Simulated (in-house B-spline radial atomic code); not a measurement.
Settings and results of a run for the strontium ion Sr⁵⁺ (an excited or competing configuration). Computed with a radial B-spline atomic code at the basis-set limit: scalar-relativistic (X2C) CAM-B3LYP, spin-polarised, spherical fractional occupations, exact exchange averaged over the configuration, Fermi nucleus of rms radius 4.224 fm.

Command:
```bash
python run_scf.py task.json out
```
Settings (nuclear radius in fm, mass in u):
```
Z                38
configuration    [Ar] 3d10 4s1 4p3 5f1
hamiltonian      x2c
method           camb3lyp
spin_polarised   True
nucleus          fermi
rms_radius       4.224
atomic_mass      87.90561
speed_of_light   137.035999084
exact_exchange   averaged over the configuration
```

Output (hartree, bohr):
```
 radial grid: 69 intervals, B-splines of order 8, outer radius 25.4386 bohr

 iter        energy (Eh)    residual
    1       -3165.828881    4.14e-01
    2       -3168.362945    3.10e-01
    3       -3169.517553    5.43e-02
    4       -3169.557648    1.19e-02
    5       -3169.558642    6.24e-03
    6       -3169.559133    2.75e-04
    7       -3169.559134    4.31e-05
    8       -3169.559134    3.85e-06
    9       -3169.559134    3.00e-07

 total energy                     -3169.55913
 kinetic                            3264.9763
 electron-nucleus                  -7555.2214
 Hartree                            1224.4301
 exact exchange                      -22.0593
 exchange-correlation                -81.6848

 orbital      occ     eigenvalue          <r>       <r^2>       <1/r>       r_max
 1s up      1.000      -590.1359    0.0387059  0.00203046     40.0645     0.02501
 1s down    1.000      -590.1065    0.0387054  0.00203039     40.0649     0.02501
 2s up      1.000       -83.0466     0.172027   0.0349554     8.89679       0.145
 2s down    1.000       -83.0262     0.172025   0.0349528     8.89615       0.145
 2p up      3.000       -74.1281      0.15016   0.0275919     8.51902      0.1158
 2p down    3.000       -74.1019     0.150173   0.0275957     8.51804      0.1158
 3s up      1.000       -15.5918     0.490519    0.276242       2.962      0.4352
 3s down    1.000       -15.5463     0.490455    0.275986     2.95993      0.4356
 3p up      3.000       -12.6909     0.496524    0.287728     2.77877        0.43
 3p down    3.000       -12.6447     0.496107     0.28697     2.77886      0.4304
 3d up      5.000        -7.8875      0.49459    0.297198     2.51968      0.3756
 3d down    5.000        -7.8471     0.492074    0.293378     2.52722      0.3756
 4s up      1.000        -4.3041      1.24815     1.74957     1.08587       1.143
 4p up      3.000        -3.4884      1.35419     2.06909    0.984267       1.232
 5f up      1.000        -0.7908      4.52557     23.3488    0.289776       4.635
```

Time taken, with all properties: 1.5 s on 1 thread of Arm Neoverse N1, with other jobs on the host.

One-electron X2C: radii and densities carry no picture-change correction, so inner-shell <1/r> comes out high (for 1s by about 2 % at Z = 33, 5 % at 54, 10 % at 75, 30 % at 118) and <r> low.
